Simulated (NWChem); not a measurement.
# C2H6AlF; SMILES [CH3][Al]([CH3])[F]

```xyz
10

Al    -0.0432     0.0029    -0.0012
C      0.7858     1.7636    -0.0015
H      1.6136     1.8251    -0.7275
H      1.2232     1.9829     0.9883
H      0.0679     2.5666    -0.2291
C      0.8747    -1.7132     0.0019
H      0.7297    -2.2277    -0.9639
H      0.4654    -2.3840     0.7753
H      1.9597    -1.6217     0.1675
F     -1.7179    -0.0535     0.0003
```
Atoms are numbered in this order, from 1.

Program: NWChem. Structure relaxed at the PBE0/def2-SVP level. Ions are spin-unrestricted doublets at the neutral geometry; other ion states weren't tried.

For level PBE/def2-SVP:

```yaml
vertical ionisation energy, ΔSCF (eV): 9.73
"−ε(HOMO) (eV)": 6.53
```

Problem. Estimate the same quantities for level PBE0/def2-SVP.

Solution. The vertical ionisation energy, ΔSCF (eV) comes out as 10.08 and the −ε(HOMO) (eV) comes out as 7.90.
